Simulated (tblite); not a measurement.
Compound: C₅H₉F₃O₂Si.
Atom-mapped SMILES: `[CH3:1][CH2:2][C@@H:3]1[O:4][SiH2:5][O:6][C@@H:7]1[C:8]([F:9])([F:10])[F:11]` (hydrogens: H12, H13, H14 on C1; H15, H16 on C2; H17 on C3; H18, H19 on Si5; H20 on C7)

Cartesian coordinates in Å at the GFN2-xTB level; atoms count from 1:
```
atom  x, y, z in Å
C1     2.602   -0.164   -0.574
C2     1.305    0.574   -0.261
C3     0.314   -0.358    0.428
O4    -0.090   -1.384   -0.439
Si5   -1.646   -1.829   -0.209
O6    -1.982   -0.669    0.924
C7    -0.992    0.299    0.953
C8    -1.478    1.475    0.105
F9    -0.696    2.561    0.223
F10   -2.703    1.860    0.479
F11   -1.552    1.188   -1.199
H12    2.391   -1.031   -1.194
H13    3.286    0.490   -1.106
H14    3.083   -0.500    0.342
H15    0.872    0.941   -1.192
H16    1.506    1.424    0.394
H17    0.805   -0.823    1.296
H18   -2.367   -1.633   -1.451
H19   -1.785   -3.086    0.501
H20   -0.874    0.676    1.976
```

Computed with GFN2-xTB (tblite): harmonic, unscaled wavenumbers at the GFN2-xTB geometry, gas phase. Against measured fundamentals such values can be off by several per cent, at times by over 20. Modes of hydrogen on silicon can be 10 to 20 % off. One conformer, not necessarily the lowest.

Harmonic wavenumbers (cm⁻¹): 71.1, 74.6, 100.8, 117.9, 139.0, 189.4, 229.2, 241.8, 301.2, 332.9, 407.9, 429.5, 471.0, 477.2, 487.1, 566.8, 587.5, 624.7, 679.7, 733.5, 770.6, 802.7, 810.7, 843.3, 872.3, 929.6, 1012.5, 1023.5, 1063.6, 1076.6, 1099.7, 1127.4, 1142.5, 1150.4, 1186.2, 1231.5, 1263.4, 1266.3, 1300.2, 1310.0, 1358.0, 1408.5, 1468.3, 1493.7, 1498.8, 2374.3, 2400.2, 2875.1, 2930.4, 2988.7, 3011.2, 3039.3, 3051.0, 3057.1.

A = 1186, B = 975.3, C = 633.6 MHz; mass 186.032 u (most abundant isotopes); point group C1, symmetry number 1.

**Question.** What is the zero-point energy?

**Answer.** Half the sum of the wavenumbers: 30750 cm⁻¹ = 87.92 kcal/mol.

**Question.** Give the ideal-gas entropy at 400 K and 1 bar in the rigid-rotor, harmonic-oscillator model (classical rotation).

**Answer.** Translation 43.05, rotation 31.34, vibration 46.57: S = 121.0 cal/(mol K).

**Question.** And Cp and H(400 K) − H(0)?

**Answer.** Cp = 56.77 cal/(mol K), of which vibrations give 48.83 (their classical limit is 54 R = 107.3); H(400 K) − H(0) = 13.12 kcal/mol without the zero-point energy, 9.94 from vibrations.

**Question.** Which modes carry the vibrational entropy at 400 K?

**Answer.** 71.1 cm⁻¹: 4.70; 74.6 cm⁻¹: 4.61; 100.8 cm⁻¹: 4.01; 117.9 cm⁻¹: 3.71; 139.0 cm⁻¹: 3.39; 189.4 cm⁻¹: 2.79 cal/(mol K); the other 48 give 23.36 together.

**Question.** Blend soft modes into free rotors: weight 1/[1 + (100 cm⁻¹/ν̃)⁴] for the oscillator and the rest for a rotor with moment μB/(μ + B), μ = h/(8π²ν), B = 10⁻⁴⁴ kg m². What vibrational entropy results?

**Answer.** 43.89 cal/(mol K) in place of 46.57, which changes −T·S at 400 K by +1.07 kcal/mol.

**Question.** How do the functions run with temperature in this model?

**Answer.** 
```csv
T (K),S (cal/(mol K)),Cp (cal/(mol K)),H − H(0) (kcal/mol),G − H(0) (kcal/mol),ln q(vib)
100,72.3,20.7,1.36,-5.87,1.65
200,90.5,33.1,4.05,-14.04,4.67
300,106.3,45.5,7.99,-23.89,7.79
500,134.7,66.0,19.28,-48.05,14.03
800,170.0,84.1,42.08,-93.96,22.89
1000,189.7,91.5,59.68,-129.97,28.30
```

q(vib) and H(0) count from the zero-point level.

**Question.** What must be added to the electronic energy to get the Gibbs energy at 400 K and 1 bar?

**Answer.** ZPE + [H(400 K) − H(0)] − T·S = 87.92 + 13.12 − 48.38 = 52.66 kcal/mol.

Hindered rotation and anharmonicity are outside this model. Other conformers, if any are populated, would add a mixing term that is left out. The structure is chiral; the term R ln 2 for an equal mix with its mirror image is left out.

The run took 1.6 s on one thread of an Arm Neoverse N1 (shared host). The figure is for the frequency step alone.
